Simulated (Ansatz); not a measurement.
Ideal-gas functions of `O[SiH](Cl)[GeH2][Cl]` at 400 K and 1 bar, from an Ansatz frequency run at PBE0-D4/def2-TZVP.

Molar mass 191.63 g/mol, point group C1 (symmetry number 1), electronic degeneracy 1, moments of inertia 224.246, 548.41, 596.814 u Å². Harmonic wavenumbers (cm⁻¹, unscaled): 29, 88, 111, 202, 271, 345, 382, 403, 429, 549, 623, 718, 749, 806, 856, 898, 948, 2152, 2171, 2269, 3853.

Use S(trans) = R[1.5 ln M + 2.5 ln T − 1.1517]; rotational temperatures θ = 24.2544 K / I; S(rot) = R[ln(√π/σ · √(T³/θAθBθC)) + 1.5]; for each mode x = 1.438777 ν̃/T, S = R[x/(eˣ − 1) − ln(1 − e⁻ˣ)] and H = RT x/(eˣ − 1); 1 cm⁻¹ = 0.0119627 kJ/mol; R = 8.31446 J/(mol·K).

Q: By hand: the entropy, in J/(mol·K).

A: Translation 180.5. Rotation: θ = 0.1082, 0.0442, 0.0406 K, giving 127.5. Vibration, mode by mode: 27.11, 17.91, 16.00, 11.15, 8.85, 7.03, 6.30, 5.92, 5.49, 3.89, 3.15, 2.41, 2.21, 1.88, 1.63, 1.44, 1.25, 0.03, 0.03, 0.02, 0.00, in all 123.7. Electronic 0.0. Sum 431.7 J/(mol·K).

Q: By hand: H − E and G − E in kJ/mol, counted from the electronic energy.

A: Zero-point energy ½ × 18852 × 0.0119627 = 112.8; thermal vibration 24.2; translation, rotation and pV give 4 RT = 13.3. H − E = 150.3 kJ/mol, and G − E = 150.3 − 400 × 431.7/1000 = -22.4 kJ/mol.

Vibration gives 29 % of the entropy, 61.0 J/(mol·K) of it from the modes under 150 cm⁻¹: soft modes count most, and the harmonic formula is weakest for them. The sum counts one conformer and one mirror image; others add a mixing term.
